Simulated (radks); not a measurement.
Species: W. Configuration: [Xe] 4f13 5d5 6s2 (not the ground configuration). Calculated with a radial shooting solver on a logarithmic mesh with Libxc functionals: Dirac Kohn-Sham, LDA (Slater exchange, Perdew-Wang correlation), spin-unpolarised, spherical densities, finite nucleus; open shells fill j = l - 1/2 first; Fermi nuclear charge, rms radius 5.3658 fm.

Unscreened Slater integrals over Kohn-Sham orbitals (eV). Large and small components are both included.

\begin{tabular}{lr}
integral & value \\ \hline
F0(5d5/2,5d5/2) & 12.498 \\
F2(5d5/2,5d5/2) & 6.2352 \\
F4(5d5/2,5d5/2) & 4.0400 \\
F0(5d5/2,6s1/2) & 9.2126 \\
G2(5d5/2,6s1/2) & 2.6862 \\
F0(5d5/2,5d3/2) & 12.771 \\
F2(5d5/2,5d3/2) & 6.3815 \\
G2(5d5/2,5d3/2) & 6.3743 \\
G4(5d5/2,5d3/2) & 4.1363 \\
F0(5d5/2,4f7/2) & 16.644 \\
F2(5d5/2,4f7/2) & 3.5546 \\
F4(5d5/2,4f7/2) & 1.6250 \\
G1(5d5/2,4f7/2) & 1.2710 \\
G3(5d5/2,4f7/2) & 1.1240 \\
G5(5d5/2,4f7/2) & 0.88006 \\
F0(6s1/2,6s1/2) & 7.9048 \\
F0(6s1/2,5d3/2) & 9.3092 \\
G2(6s1/2,5d3/2) & 2.5071 \\
F0(6s1/2,4f7/2) & 10.449 \\
G3(6s1/2,4f7/2) & 0.27035 \\
F0(5d3/2,5d3/2) & 13.062 \\
F2(5d3/2,5d3/2) & 6.5497 \\
F0(5d3/2,4f7/2) & 17.291 \\
F2(5d3/2,4f7/2) & 3.8502 \\
G3(5d3/2,4f7/2) & 1.2513 \\
G5(5d3/2,4f7/2) & 0.97691 \\
F0(4f7/2,4f7/2) & 42.121 \\
F2(4f7/2,4f7/2) & 20.478 \\
F4(4f7/2,4f7/2) & 12.943 \\
F6(4f7/2,4f7/2) & 9.3395 \\
\end{tabular}
